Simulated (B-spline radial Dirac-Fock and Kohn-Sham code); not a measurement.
Kohn-Sham estimates against Dirac-Fock for the levels of Pt¹⁹⁺

System: platinum as Pt¹⁹⁺, 1s2 2s2 2p6 3s2 3p6 3d10 4s2 4p6 4d10 4f12 5s1 (tabulated as the ground configuration, which this calculation does not bear out).

The density-functional columns are spherical, spin-unpolarised Dirac-Kohn-Sham results without Breit or QED terms: −ε is minus the orbital energy of the initial state and ΔSCF the difference of two total energies. The reference in the last column comes from Dirac-Fock (average of configuration) total-energy differences with a finite nucleus, the Breit interaction including its frequency dependence, and self-energy and vacuum-polarisation corrections. All numbers are from a radial finite-basis atomic code, in eV; a selection of levels is shown. The Kohn-Sham columns are given as differences from the reference. For the 1s level of heavy atoms much of the gap between ΔSCF and the reference is the Breit and QED part, -416.8 eV here; for other levels the error of the functional can be larger.

```
     level  LDA −ε − DF  LDA ΔSCF − DF  Dirac-Fock
    K (1s)       -203.6         +405.8     78888.6
   L1 (2s)       -178.3          -56.2     14380.1
L2 (2p1/2)       -126.3          +28.2     13766.9
L3 (2p3/2)       -144.1          -12.0     12056.9
   M1 (3s)       -100.5          -57.2      3789.2
M2 (3p1/2)        -81.7          -35.8      3516.9
M3 (3p3/2)        -81.2          -39.0      3136.1
M4 (3d3/2)        -59.4          -10.5      2689.3
M5 (3d5/2)        -61.0          -13.4      2608.7
N2 (4p1/2)        -47.2          -23.5      1081.2
N3 (4p3/2)        -46.9          -24.3       987.5
N4 (4d3/2)        -34.0          -11.6       796.1
N5 (4d5/2)        -34.1          -12.0       778.3
 N6,7 (4f)        -19.7           +2.1       531.7
   O1 (5s)         -5.8           +7.6       500.0
```

For the outermost level NIST gives 507 ± 25 eV (theoretical); the differences from it are LDA −ε -12.78, LDA ΔSCF +0.60, Dirac-Fock -6.98 eV.
